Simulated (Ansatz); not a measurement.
H₉NSi₃ (SMILES N[SiH2][SiH2][SiH3]), singlet, at the geometry of the source list; MP2/6-31G (Ansatz, an electronic-structure program).

Ansatz was given this input:
Ansatz 0.2 input:
```yaml
crystal:
  periodic: [false, false, false]
  atoms:
    - {symbol: Si, position_ang: [1.90420000, -0.38080000, 1.27990000]}
    - {symbol: Si, position_ang: [0.64200000, 1.01570000, -0.07290000]}
    - {symbol: Si, position_ang: [-1.02060000, -0.00090000, -1.31640000]}
    - {symbol: N, position_ang: [-2.28920000, -0.33290000, -0.19090000]}
    - {symbol: H, position_ang: [2.51350000, -1.48090000, 0.52280000]}
    - {symbol: H, position_ang: [3.00670000, 0.28100000, 1.98700000]}
    - {symbol: H, position_ang: [1.09550000, -1.02450000, 2.32330000]}
    - {symbol: H, position_ang: [1.54700000, 1.72820000, -0.99080000]}
    - {symbol: H, position_ang: [0.08830000, 2.09780000, 0.75820000]}
    - {symbol: H, position_ang: [-0.53170000, -1.20150000, -2.02980000]}
    - {symbol: H, position_ang: [-1.69620000, 0.80710000, -2.33570000]}
    - {symbol: H, position_ang: [-2.07560000, -0.88970000, 0.62280000]}
    - {symbol: H, position_ang: [-3.18410000, -0.61870000, -0.55740000]}
basis:
  gaussian:
    orbitals: 6-31G
magnetization: {spin_polarized: false}
correlation: {method: mp2}
```

What the program printed (banner, timings and long lists left out):

```
Functional definition: HF
840 factors; integrals over basis functions are off by at most 2.4e-4 eV
mean field evaluation 1: about -25203.1398 eV, gradient 2.9e1 eV
mean field evaluation 2: about -25203.1467 eV, gradient 2.9e1 eV
mean field evaluation 4: about -25205.3994 eV, gradient 2.3e0 eV
mean field evaluation 8: about -25205.4217 eV, gradient 4.8e-4 eV
mean field -25205.42167873 eV, -926.2821618448 hartree, gradient 1.9e-6 eV, S^2 0.000000; 0 other end points of the search recorded, 0 dependent functions left out
16 core orbitals not correlated
reference -25205.42167873 eV, -926.2821618448 hartree; 13, 13 occupied and 37, 37 virtual orbitals, 840 factors
second order -7.41555644 eV of doubles, -0.00000000 eV of singles
Total energy: -25212.83723516 eV, -926.5546785174 hartree
```
